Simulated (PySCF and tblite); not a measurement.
4 diastereomers of C₈H₁₁N, numbered alike:

```json
{"isomer": "A", "SMILES": "[CH3:1][C@@H:2]1[CH2:3][CH2:4][C@@H:5]2[C@H:6]([C:7]#[N:8])[C@H:9]12", "descriptors (one enantiomer)": "2R, 5S, 6S, 9R"}
{"isomer": "B", "SMILES": "[CH3:1][C@H:2]1[CH2:3][CH2:4][C@@H:5]2[C@@H:6]([C:7]#[N:8])[C@H:9]12", "descriptors (one enantiomer)": "2S, 5S, 6R, 9R"}
{"isomer": "C", "SMILES": "[CH3:1][C@@H:2]1[CH2:3][CH2:4][C@@H:5]2[C@@H:6]([C:7]#[N:8])[C@H:9]12", "descriptors (one enantiomer)": "2R, 5S, 6R, 9R"}
{"isomer": "D", "SMILES": "[CH3:1][C@H:2]1[CH2:3][CH2:4][C@@H:5]2[C@H:6]([C:7]#[N:8])[C@H:9]12", "descriptors (one enantiomer)": "2S, 5S, 6S, 9R"}
```

Computed spectrum of one of them (conformer average at 298.15 K; GFN2-xTB geometries, energies BHandHLYP/pcSseg-1 (IEF-PCM, chloroform) (D3(BJ) added where defined), GIAO shieldings BHandHLYP/pcSseg-1 (IEF-PCM, chloroform); references on GFN2-xTB geometries), in ppm: ¹H (against TMS): 2.39 (1H), 2.13 (1H), 2.08 (1H), 1.81 (1H), 1.79 (1H), 1.76 (1H), 1.52 (1H), 1.36 (1H), 1.35 (3H). ¹³C (against TMS): 133.8 (1C), 38.9 (1C), 33.9 (1C), 32.5 (1C), 30.1 (1C), 28.7 (1C), 18.6 (1C), 2.9 (1C). Of the H, only those on carbon are given.

Which isomer is it?

A. After a straight-line scaling (slope 0.85 to 1.15) of computed carbon shifts, the largest errors are A 2.0 ppm (at 18.6), B 3.7 ppm (at 32.5), C 3.6 ppm (at 33.9), D 3.4 ppm (at 30.1). Assigned: ¹H (against TMS): 2.39 (H2, 1H), 2.13 (H4b, 1H), 2.08 (H4a, 1H), 1.81 (H5, 1H), 1.79 (H3b, 1H), 1.76 (H9, 1H), 1.52 (H3a, 1H), 1.36 (H6, 1H), 1.35 (H1, 3H). ¹³C (against TMS): 133.8 (C7), 38.9 (C2), 33.9 (C9), 32.5 (C3), 30.1 (C4), 28.7 (C5), 18.6 (C1), 2.9 (C6). For comparison, at another level (GFN2-xTB geometries, energies PBE0/pcSseg-1 (D3(BJ) added where defined), GIAO shieldings PBE0/pcSseg-1) the isomers give: A: ¹H (against TMS): 2.43 (H2, 1H), 2.19 (H4a, 1H), 2.09 (H4b, 1H), 1.83 (H3a, 1H), 1.75 (H3b, 1H), 1.64 (H5, 1H), 1.57 (H9, 1H), 1.39 (H1, 3H), 1.20 (H6, 1H). ¹³C (against TMS): 126.5 (C7), 39.9 (C2), 34.8 (C9), 32.4 (C3), 30.6 (C4), 29.7 (C5), 17.9 (C1), 5.0 (C6). ¹⁵N (against NH3): 305.2 (N8). B: ¹H (against TMS): 2.20 (H2, 1H), 2.03 (H4a, 1H), 1.87 (H4b, 1H), 1.76 (H5, 1H), 1.49 (H9, 1H), 1.33 (H3a, 1H), 1.21 (H3b, 1H), 1.06 (H1, 3H), 0.69 (H6, 1H). ¹³C (against TMS): 126.0 (C7), 38.9 (C2), 38.1 (C9), 31.3 (C5), 30.0 (C3), 28.8 (C4), 23.0 (C1), 5.5 (C6). ¹⁵N (against NH3): 291.0 (N8). C: ¹H (against TMS): 2.35 (H2, 1H), 2.00 (H4a, 1H), 1.94 (H4b, 1H), 1.74 (H5, 1H), 1.70 (H9, 1H), 1.70 (H3a, 1H), 1.12 (H1, 3H), 0.72 (H6, 1H), 0.63 (H3b, 1H). ¹³C (against TMS): 126.1 (C7), 38.9 (C2), 37.7 (C9), 32.0 (C5), 31.6 (C4), 31.3 (C3), 19.7 (C1), 2.2 (C6). ¹⁵N (against NH3): 290.7 (N8). D: ¹H (against TMS): 2.37 (H2, 1H), 2.29 (H3a, 1H), 2.09 (H4a, 1H), 2.05 (H4b, 1H), 1.69 (H5, 1H), 1.38 (H9, 1H), 1.29 (H6, 1H), 1.22 (H3b, 1H), 1.10 (H1, 3H). ¹³C (against TMS): 125.1 (C7), 37.9 (C2), 35.7 (C9), 32.8 (C3), 29.1 (C5), 28.1 (C4), 23.7 (C1), 7.4 (C6). ¹⁵N (against NH3): 301.5 (N8).

Unscaled ¹⁵N shifts at such levels can be off by tens of ppm; differences between conformers or isomers are more reliable. Shifts are unscaled: against experiment ¹³C can be off by 15 ppm or more and ¹H by 0.8 ppm.


¹⁵N shifts are against a computed isolated NH3 molecule, about 20 ppm from the liquid.